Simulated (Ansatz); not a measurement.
`CNBCN` + `[F][GeH]([F])[Cl]` → `NCBCl` + `C[NH][GeH]([F])[F]`  (redistribution)

Program: Ansatz. Geometries: PBE0-D4/def2-TZVP. ΔE: electronic, gas phase. CBS: MP2 limit from def2 TZ/QZ plus the TZ coupled-cluster correction, frozen cores. Functionals use def2-TZVPP. B3LYP here is the variant with VWN-RPA as its local correlation; programs differ in this. For Ge outer-core shells are correlated without core-valence functions, which leaves a few kJ/mol of doubt a bond. Scalar relativity is left out up to krypton. One conformer a species, not always the lowest.

`CNBCN`:

Z-matrix (Å, degrees):
```
C
N 1 1.443
H 1 1.095 2 111.8
H 1 1.090 2 108.9 3 119.4
H 1 1.095 2 111.6 3 -121.1
B 2 1.388 1 126.9 3 -117.3
H 2 1.009 1 113.9 3 61.4
C 6 1.578 2 120.8 1 176.3
H 6 1.201 2 118.0 1 -2.4
N 8 1.460 6 113.0 2 150.4
H 8 1.105 6 110.7 2 21.3
H 8 1.100 6 105.6 2 -92.2
H 10 1.011 8 110.9 6 -56.4
H 10 1.012 8 111.3 6 -175.4
```

`[F][GeH]([F])[Cl]`:

```xyz
5

F    -0.991   -0.498    1.289
Ge    0.089    0.036    0.071
F     0.830   -1.388   -0.529
Cl   -1.058    0.874   -1.488
H     1.131    0.975    0.656
```

`NCBCl`:

Z-matrix (Å, degrees):
```
C
B 1 1.549
N 1 1.444 2 117.7
H 1 1.100 2 106.9 3 124.8
H 1 1.112 2 102.2 3 -126.9
Cl 2 1.749 1 121.6 3 11.9
H 2 1.193 1 121.4 3 -171.1
H 3 1.011 1 111.5 2 -38.9
H 3 1.010 1 112.1 2 -160.6
```

`C[NH][GeH]([F])[F]`:

Cartesian coordinates in Å:
```
C 0.749 1.192 -0.202
N 0.618 -0.250 -0.329
Ge -0.793 -1.136 0.327
F -0.937 -0.675 1.981
F -2.303 -0.591 -0.326
H 0.200 1.750 -0.969
H 1.803 1.477 -0.253
H 0.377 1.505 0.774
H 1.008 -0.623 -1.181
H -0.722 -2.650 0.178
```

**Question.** Is it downhill or uphill in electronic energy at CCSD(T)/CBS, and by how much? (Best estimate.)

**Answer.** Computed: Uphill: ΔE = +19.5 kcal/mol.

**Question.** What do these levels give: PBE-D4, PBE0-D4, B3LYP-D4, ωB97X-V, ωB97M-V, B2PLYP, HF/def2-TZVPP, MP2/def2-TZVPP, CCSD/def2-TZVPP, HF/def2-QZVPP, MP2/def2-QZVPP, SCS-MP2/def2-QZVPP? (An estimate is asked.)

**Answer.** The calculation gave: PBE-D4 21.2, PBE0-D4 21.0, B3LYP-D4 21.2, ωB97X-V 20.2, ωB97M-V 20.9, B2PLYP 21.1, HF/def2-TZVPP 20.9, MP2/def2-TZVPP 19.5, CCSD/def2-TZVPP 20.1, HF/def2-QZVPP 21.1, MP2/def2-QZVPP 19.2, SCS-MP2/def2-QZVPP 19.7 kcal/mol.

Largest T1 diagnostic among the species: 0.012.

In def2-TZVPP, CCSD(T) changes the Hartree–Fock value by −0.8 kcal/mol (the triples alone add −0.0 kcal/mol) and MP2 by −1.4 kcal/mol. The D4 term adds −0.8 kcal/mol with B3LYP and −0.4 kcal/mol with PBE0; it sums over pairs of atoms, weighted by their polarisabilities, and B3LYP, whose exchange is more repulsive, gets the larger term.
